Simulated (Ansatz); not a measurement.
Mg5Si3⁻. Charge -1, multiplicity 2. Geometry r2SCAN-D4/def2-SVPD.

```xyz
8

Mg   -1.8575    0.3462    0.8411
Mg   -0.8985   -2.6207   -0.8498
Mg   -1.1391    0.0362   -2.1485
Mg    0.9681    0.7956    1.9410
Mg   -0.2087    2.3423   -0.4064
Si   -0.0660   -1.5600    1.4571
Si    2.2430    1.2888   -0.3586
Si    0.9587   -0.6282   -0.4759
```

Another isomer (doublet) lies 0.30 eV lower at PBE0-D4/def2-TZVPD; other spin states weren't run for this one.

Estimate the α-spin orbital energies around the gap (eV) in Ansatz with LDA (SPW92)/def2-TZVPD, PBE-D4/def2-TZVPD, r2SCAN-D4/def2-TZVPD, PBE0-D4/def2-TZVPD, r2SCAN0-D4/def2-TZVPD.


```csv
orbital,LDA (SPW92)/def2-TZVPD,PBE-D4/def2-TZVPD,r2SCAN-D4/def2-TZVPD,PBE0-D4/def2-TZVPD,r2SCAN0-D4/def2-TZVPD
HOMO−9,-5.27,-5.17,-5.48,-6.42,-6.61
HOMO−8,-4.21,-4.10,-4.36,-5.18,-5.34
HOMO−7,-3.57,-3.46,-3.67,-4.47,-4.61
HOMO−6,-2.37,-2.27,-2.46,-3.08,-3.20
HOMO−5,-2.01,-1.89,-2.01,-2.54,-2.63
HOMO−4,-1.67,-1.56,-1.69,-2.20,-2.28
HOMO−3,-1.29,-1.18,-1.28,-1.85,-1.92
HOMO−2,-1.25,-1.16,-1.27,-1.77,-1.82
HOMO−1,-1.07,-0.97,-1.07,-1.54,-1.60
HOMO,-0.28,-0.25,-0.42,-0.86,-0.99
LUMO,0.32,0.43,0.45,0.92,0.93
LUMO+1,0.41,0.52,0.57,1.02,1.04
LUMO+2,0.77,0.87,0.96,1.37,1.43
LUMO+3,0.79,0.90,1.01,1.42,1.48
LUMO+4,1.08,1.17,1.25,1.67,1.72
LUMO+5,1.56,1.66,1.85,2.13,2.26
β HOMO,-1.01,-0.92,-1.03,-1.51,-1.58
β LUMO,0.08,0.26,0.38,0.78,0.86
```
